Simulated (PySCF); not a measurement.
Molecule: SMILES C1=CC(Cl)=C(C#C)C1, C$_{7}$H$_{5}$Cl.

Bonds (- single, = double, # triple, : aromatic): C1#C2, C2-C3, C3=C4, C4-Cl5, C4-C6, C6=C7, C7-C8, C8-C3. C1 carries H9; C6 carries H10; C7 carries H11; C8 carries H12, H13.

Frames of a GFN2-xTB Langevin trajectory at 300 K; GIAO PBE0/pcSseg-1 shieldings in PySCF, gas phase, non-relativistic; equivalent atoms averaged within each frame.

Chemical shifts δ = σref − σ; $^{13}$C (σref 186.93), $^{1}$H (σref 31.72) vs TMS; HCl for $^{35}$Cl (σref 949.78), all at this level. The references are static minima.

How do the shifts (ppm) fluctuate along the trajectory?

Answers


```csv
time (fs),C4,C6,C7,C3,C1,C2,C8,Cl5,H11,H10
optimised geometry,155.1,143.0,142.5,128.4,98.0,82.3,49.7,211,6.65,6.62
250,156.9,151.3,145.9,126.3,99.8,89.4,47.6,191,7.07,7.04
425,150.2,142.7,135.7,131.4,96.5,80.8,61.4,218,6.61,6.45
625,155.4,141.3,140.7,139.1,100.5,82.1,55.0,228,6.43,5.87
800,170.8,147.4,144.8,140.4,105.9,83.7,46.3,258,7.45,7.44
1000,165.0,148.1,147.6,125.4,99.5,82.1,46.8,243,7.20,6.98
mean of frames,159.7,146.2,142.9,132.5,100.4,83.6,51.4,228,6.95,6.76
standard deviation,8.2,4.1,4.8,7.0,3.4,3.4,6.6,25,0.42,0.61
```

5 frames give an uncertainty of the mean of about the standard deviation over 2.2 at best, since frames this close in time may not be independent; classical motion lacks zero-point vibration, and the reference would need the same averaging.
